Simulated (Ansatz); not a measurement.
Reaction (formal exchange of groups at the Si–O bond): `[NH2][Mg][O][SiH3]` + `OCS` → `OC([SiH3])S` + `[NH2][Mg][OH]`

Gas-phase electronic energies from Ansatz, PBE0-D4/def2-TZVP geometries. CCSD(T)/CBS adds triple-zeta CCSD(T) − MP2 to the extrapolated MP2 energy (def2 sets, frozen cores). Functionals use def2-TZVPP. B3LYP here is the variant with VWN-RPA as its local correlation; programs differ in this. For Mg outer-core shells are correlated without core-valence functions, which leaves a few kJ/mol of doubt a bond. Each species was taken in one conformer, which may not be the lowest.

```csv
level,ΔE (kJ/mol),difference from CCSD(T)/CBS
revPBE-D4,122.0,-20.8
r2SCAN-D4,138.9,-3.9
B97M-V,147.8,5.0
PBE0-D4,132.7,-10.1
B3LYP-D4,139.9,-2.9
BHLYP-D4,150.9,8.1
B2PLYP,146.7,3.9
B3LYP,146.5,3.7
r2SCANh,141.7,-1.1
HF/def2-SVP,166.6,23.8
MP2/def2-SVP,142.4,-0.4
MP2/def2-TZVPP,143.4,0.6
CCSD/def2-TZVPP,148.4,5.6
CCSD(T)/def2-TZVPP,143.9,1.1
HF/def2-QZVPP,175.6,32.8
CCSD/CBS(def2),147.3,4.5
CCSD(T)/CBS,142.8,0
```

Largest T1 diagnostic among the species: 0.012.

From BLYP to BHLYP (50 % exact exchange), in def2-TZVPP and without D4, ΔE moves by +15.9 kJ/mol. In def2-TZVPP, CCSD(T) changes the Hartree–Fock value by −29.6 kJ/mol (the triples alone add −4.5 kJ/mol) and MP2 by −30.1 kJ/mol. The D4 term adds −6.6 kJ/mol with B3LYP and −3.5 kJ/mol with PBE0; it sums over pairs of atoms, weighted by their polarisabilities, and B3LYP, whose exchange is more repulsive, gets the larger term.
